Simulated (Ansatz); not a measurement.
One change: `F[CH2][AlH][GeH3]` becomes `C[S][AlH][CH2]F`.

Ansatz, PBE0-D4/def2-TZVP geometries, multiplicity 1. Each molecule was computed in one conformer, which needn't be the lowest.

Scalar relativity is left out up to krypton.

```
                                          property  `F[CH2][AlH][GeH3]`
  size of the dipole moment (B3LYP/def2-TZVPP) / D                 1.80
                 HOMO energy (PBE/def2-TZVPP) / eV                -6.30
                LUMO energy (PBE0/def2-TZVPP) / eV                -1.94
              HOMO–LUMO gap (PBE0/def2-TZVPP) / eV                 5.57
size of the dipole moment (ωB97M-V/def2-TZVPP) / D                 1.82
                HOMO energy (PBE0/def2-TZVPP) / eV                -7.51
```

(1) Give the same properties after the change, and the shifts. (Best estimate.)

Results:

(1) The calculation gave: 
| property | `C[S][AlH][CH2]F` | shift |
| --- | --- | --- |
| size of the dipole moment (B3LYP/def2-TZVPP) / D | 0.94 | -0.86 |
| HOMO energy (PBE/def2-TZVPP) / eV | -6.07 | 0.23 |
| LUMO energy (PBE0/def2-TZVPP) / eV | -1.04 | 0.90 |
| HOMO–LUMO gap (PBE0/def2-TZVPP) / eV | 6.18 | 0.61 |
| size of the dipole moment (ωB97M-V/def2-TZVPP) / D | 0.99 | -0.83 |
| HOMO energy (PBE0/def2-TZVPP) / eV | -7.22 | 0.29 |

With PBE0 the HOMO rises by 0.29 eV and the LUMO rises by 0.90 eV, so the gap widens by about 0.61 eV. PBE moves the HOMO by 0.23 eV and ωB97M-V by 0.17 eV. Dipoles are sizes alone; their direction can turn.

B3LYP here is the variant with VWN-RPA as its local correlation; programs differ in this.
